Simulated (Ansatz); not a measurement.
Question: Name a neutral molecule of B, C and H with HOMO–LUMO gap (ωB97M-V/def2-TZVPP) between 10.85 and 11.15 eV and HOMO–LUMO gap (PBE/def2-TZVPP) between 4.35 and 4.65 eV (Ansatz, PBE0-D4/def2-TZVP geometry).

Answer: `B1BC1` (11.05 eV, 4.55 eV); `BC(B)C` (11.01 eV, 4.52 eV); `BCBCC` (11.07 eV, 4.54 eV); `C#CCBCC` (10.89 eV, 4.55 eV). Other molecules can fit too; these were computed, each in one conformer that needn't be the lowest.
